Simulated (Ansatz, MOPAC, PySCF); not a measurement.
Complex: HF (SMILES F) (first 2 atoms) with HBr (SMILES Br); geometry from B3LYP-D3(BJ)/def2-TZVP, rigid monomers moved along the line of their centres of mass till F1···H4 is 2.38 Å.
(charge 0, multiplicity 1):
```xyz
4

F     -0.3622     0.1354     0.3694
H     -0.2203    -0.7743     0.2652
Br    -0.0143     0.9962     4.0406
H     -0.1862     0.8847     2.6254
```

Monomers are frozen at their geometry in the pair; levels with a basis set take the counterpoise correction. Rows marked so take none.

Frozen-core correlation. Filled d and f shells under p-block atoms count as core. CBS(a, b) extrapolates the correlation energy as X⁻³ and adds the Hartree–Fock energy of set b. Rows in 3-21G, 6-31G* carry no dispersion term and start afresh at each structure (6-31G* with six Cartesian d functions); the Pople sets are all-electron and without relativity. MP2/6-31G* freezes PySCF's default core, which leaves 3d correlated. The state that PM3, PM6 reach isn't checked.

Programs: Ansatz (Gaussian basis) for Hartree–Fock, density functionals and correlated methods; MOPAC for PM3, PM6 (differences of heats of formation); PySCF for 3-21G rows, 6-31G* rows, the dispersion terms. Values without a source in brackets are computed.

Other levels give for the interaction energy: PBE/def2-TZVPPD -88.1; B3LYP/def2-TZVPPD -71.4; B3LYP-D3(BJ)/def2-TZVPPD -90.8; wB97M-V/def2-TZVPPD -89.6; CCSD(T)/CBS(aug-cc-pVTZ, aug-cc-pVQZ) -92.9 meV.

Common cheap choices:

| level | interaction energy (meV) | less -92.9 (CCSD(T)/CBS(aug-cc-pVTZ, aug-cc-pVQZ)) |
|---|---|---|
| PM3 | -53.3 | 39.6 |
| PM6 | -2.1 | 90.8 |
| HF/3-21G (no counterpoise) | -189.5 | -96.6 |
| HF/6-31G* | -76.4 | 16.5 |
| HF/6-31G* (no counterpoise) | -117.4 | -24.6 |
| B3LYP/6-31G* | -99.2 | -6.3 |
| B3LYP/6-31G* (no counterpoise) | -169.6 | -76.7 |
| MP2/6-31G* | -94.5 | -1.6 |

Ansatz is a first-principles code.
